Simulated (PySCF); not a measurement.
Job for PySCF: R-M06-2X/6-31G* on AlAsH4 (SMILES [AlH2][AsH2]), a point of a torsion scan.

```python
from pyscf import gto, scf, dft, mp
from pyscf.data.elements import chemcore

mol = gto.M(
    atom='''
    Al   -0.88266076   -0.09420077   -0.15912887
    As    1.45060465   -0.27885818   -0.68944835
    H    -2.06383935   -1.07743738   -0.41011980
    H    -1.41603068    1.14682511    0.62527242
    H     1.40786471    1.08610830   -0.02348191
    H     1.49626812   -0.89762399    0.70010634
    ''',
    basis='6-31g*',
    cart=True,
    charge=0, spin=0, verbose=3, max_memory=1800)
mf = dft.RKS(mol, xc='m062x')
mf.conv_tol = 1e-8
mf.max_cycle = 100
mf.kernel()
if not mf.converged:
    mf = mf.newton().run(mf.mo_coeff, mf.mo_occ)
```

Q: Predict the final total energy.

A: -2480.3503 hartree.
